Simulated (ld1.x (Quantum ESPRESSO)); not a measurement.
## Br: excitation energies, all-electron against TM

```json
{
 "Element": "bromine",
 "Generator": "ld1.x (Quantum ESPRESSO) 7.5",
 "Type": "norm-conserving Troullier–Martins (Kleinman–Bylander form)",
 "Functional": "PBEsol",
 "Relativity": "scalar-relativistic",
 "Frozen core": "[Ar]",
 "Valence charge": "17",
 "Reference configuration": "3d10 4s2 4p4.5 (charge +0.5)",
 "Partial waves": "4s (bound): rc 1.30 bohr; 4p (bound): rc 1.80 bohr; 3d (bound): rc 1.15 bohr",
 "Local potential": "all-electron potential smoothed inside 1.50 bohr (lloc = -1)",
 "Core correction": "a·sin(br)/r model core, default radius (core density twice the valence density)"
}
```

Energies are relative to the spin-unpolarised reference configuration 3d10 4s2 4p4.5; without spin polarisation the order of configurations can differ from experiment.

(1) Give the all-electron excitation energy and the error of the potential for: 3d10 4s2 4p5; 3d10 4s2 4p4; 3d10 4s2 4p3; 3d10 4s2 4p2; 3d9 4s2 4p6; 3d10 4s1 4p6; 3d10 4s2 4p5.3.

Answers

(1)

| valence configuration | charge | ΔE all-electron (eV) | error AE − PS (meV) |
| --- | --- | --- | --- |
| 3d10 4s2 4p5 | 0 | -5.073 | +1.8 |
| 3d10 4s2 4p4 | +1 | 7.480 | -0.1 |
| 3d10 4s2 4p3 | +2 | 30.251 | +8.3 |
| 3d10 4s2 4p2 | +3 | 64.260 | +34 |
| 3d9 4s2 4p6 | 0 | 59.242 | -435 |
| 3d10 4s1 4p6 | 0 | 7.303 | -1.7 |
| 3d10 4s2 4p5.3 | -0.3 | -7.035 | +3.1 |
